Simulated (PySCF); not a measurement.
Molfile (atoms numbered from 1):
```
C5H6ClF3O
     RDKit          3D

 16 15  0  0  0  0  0  0  0  0999 V2000
   -1.7022   -0.7313   -0.4739 C   0  0  0  0  0  0  0  0  0  0  0  0
   -0.4506   -0.2291    0.2523 C   0  0  1  0  0  0  0  0  0  0  0  0
    0.6844    0.0731   -0.7194 C   0  0  0  0  0  0  0  0  0  0  0  0
    2.0418    0.0934   -0.0650 C   0  0  0  0  0  0  0  0  0  0  0  0
    2.9902    0.4247   -0.9415 F   0  0  0  0  0  0  0  0  0  0  0  0
    2.1021    0.9622    0.9489 F   0  0  0  0  0  0  0  0  0  0  0  0
    2.3556   -1.1113    0.4325 F   0  0  0  0  0  0  0  0  0  0  0  0
   -0.8209    1.0099    1.0418 C   0  0  0  0  0  0  0  0  0  0  0  0
   -0.6500    2.1346    0.7203 O   0  0  0  0  0  0  0  0  0  0  0  0
   -1.6744    0.6070    2.5597 Cl  0  0  0  0  0  0  0  0  0  0  0  0
   -2.0393    0.0010   -1.2232 H   0  0  0  0  0  0  0  0  0  0  0  0
   -2.5228   -0.9072    0.2350 H   0  0  0  0  0  0  0  0  0  0  0  0
   -1.4818   -1.6774   -0.9890 H   0  0  0  0  0  0  0  0  0  0  0  0
   -0.1342   -0.9990    0.9730 H   0  0  0  0  0  0  0  0  0  0  0  0
    0.7262   -0.6981   -1.5018 H   0  0  0  0  0  0  0  0  0  0  0  0
    0.5245    1.0451   -1.2076 H   0  0  0  0  0  0  0  0  0  0  0  0
  1  2  1  0
  2  3  1  0
  3  4  1  0
  4  5  1  0
  4  6  1  0
  4  7  1  0
  2  8  1  0
  8  9  2  0
  8 10  1  0
  1 11  1  0
  1 12  1  0
  1 13  1  0
  2 14  1  1
  3 15  1  0
  3 16  1  0
M  END
```

Geometry: PBE0-D3(BJ)/def2-SVP; GIAO shifts from PySCF 2.14.0 with density-fitted response routines, gas phase, non-relativistic, averaged over equivalent atoms.

At wB97X-D/pcSseg-1 (207 basis functions, 49 s wall time on 1 thread of an Arm Neoverse V1, shared host):
```
      atoms  δ (ppm)
         C8    186.8
         C4    130.6
         C2     47.8
         C3     38.9
         C1     20.7
   F5/F6/F7    -74.0
         O9    585.4
       Cl10    459.1
        H14     2.66
        H16     2.58
        H15     1.48
H11/H12/H13     1.39
```

Scale: ¹³C (184.54 ppm), ¹H (31.38 ppm) against TMS; ¹⁹F (187.16 ppm) against CFCl3; ¹⁷O (333.19 ppm) against H2O; HCl for ³⁵Cl (939.37 ppm) (reference shieldings calculated alike).

Q: What do these become at PBE0/pcSseg-1?

A: 
```json
{"atoms": "C8", "δ at PBE0/pcSseg-1": "186.1", "change": "-0.7"}
{"atoms": "C4", "δ at PBE0/pcSseg-1": "130.6", "change": "+0.0"}
{"atoms": "C2", "δ at PBE0/pcSseg-1": "47.8", "change": "+0.0"}
{"atoms": "C3", "δ at PBE0/pcSseg-1": "38.6", "change": "-0.3"}
{"atoms": "C1", "δ at PBE0/pcSseg-1": "20.7", "change": "+0.0"}
{"atoms": "F5/F6/F7", "δ at PBE0/pcSseg-1": "-81.0", "change": "-7.0"}
{"atoms": "O9", "δ at PBE0/pcSseg-1": "583.4", "change": "-2.0"}
{"atoms": "Cl10", "δ at PBE0/pcSseg-1": "463.7", "change": "+4.6"}
{"atoms": "H14", "δ at PBE0/pcSseg-1": "2.72", "change": "+0.06"}
{"atoms": "H16", "δ at PBE0/pcSseg-1": "2.57", "change": "-0.01"}
{"atoms": "H15", "δ at PBE0/pcSseg-1": "1.48", "change": "+0.00"}
{"atoms": "H11/H12/H13", "δ at PBE0/pcSseg-1": "1.38", "change": "-0.01"}
```

References, each an isolated molecule treated in the same way: TMS for ¹³C (σref 184.41), ¹H (σref 31.27); ¹⁹F (σref 177.25) vs CFCl3; ¹⁷O (σref 334.56) vs H2O; ³⁵Cl (σref 943.27) vs HCl.

The largest change is at F5/F6/F7 (fluorine of a CF3 group). Cost: 207 basis functions, 38 s wall time on 1 thread of an Arm Neoverse V1, shared host. The order of the carbon signals is the same at both levels.

Carbons that carry Cl, above all several Cl atoms, come out too deshielded, partly because spin–orbit coupling is missing. Unscaled 19F shifts against computed CFCl3 carry errors that often reach 10 to 50 ppm. Unscaled 17O shifts of doubly bonded oxygen tend to come out too high, by tens of ppm or more. Experimental scales use liquid or dissolved standards, which lie at an offset from isolated H2O (liquid H2O: subtract about 36 ppm).
